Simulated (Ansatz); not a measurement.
Basis sets compared for BeCl2(H2O)2 (BeCl2O2H4). The state is a singlet with charge 0. Geometry B3LYP-D4/def2-SVP. Ansatz on 4 threads of Arm Neoverse V2 on a shared host; times are rough, and most runs start from earlier orbitals.

```xyz
9

Be   -0.356   -0.062    0.190
Cl   -1.938    0.680   -0.699
Cl   -0.255   -1.064    1.872
O     0.719    1.296    0.409
H     0.965    1.327    1.349
H     0.217    2.104    0.206
O     0.385   -1.103   -1.000
H    -0.243   -1.202   -1.736
H     0.506   -1.977   -0.592
```

Binding counts from free atoms (Be singlet, Cl doublet, O triplet, H doublet) in the same basis, without a counterpoise term.

| level | functions | energy (Eh) | HOMO (eV) | LUMO (eV) | binding per atom (eV) | wall time |
| --- | --- | --- | --- | --- | --- | --- |
| HF/STO-3G | 37 | -1073.8615 | -8.53 | 10.76 | 2.87 | 0.1 s |
| HF/6-31G | 61 | -1085.7785 | -11.18 | 3.89 | 2.33 | 0.2 s |
| PBE-D4/def2-SVP | 93 | -1087.2127 | -6.20 | -0.82 | 3.58 | 0.7 s |
| PBE0-D4/def2-SVP | 93 | -1087.3025 | -7.63 | 0.06 | 3.50 | 1 s |

(1) Estimate the rows for HF/def2-TZVP, PBE-D4/def2-TZVP, PBE0-D4/def2-TZVP.

## Answers

(1) 
| level | functions | energy (Eh) | HOMO (eV) | LUMO (eV) | binding per atom (eV) | wall time |
| --- | --- | --- | --- | --- | --- | --- |
| HF/def2-TZVP | 179 | -1085.9925 | -11.06 | 1.52 | 2.53 | 1.1 s |
| PBE-D4/def2-TZVP | 179 | -1087.7344 | -6.44 | -1.40 | 3.54 | 1.4 s |
| PBE0-D4/def2-TZVP | 179 | -1087.8186 | -7.83 | -0.63 | 3.47 | 2.1 s |
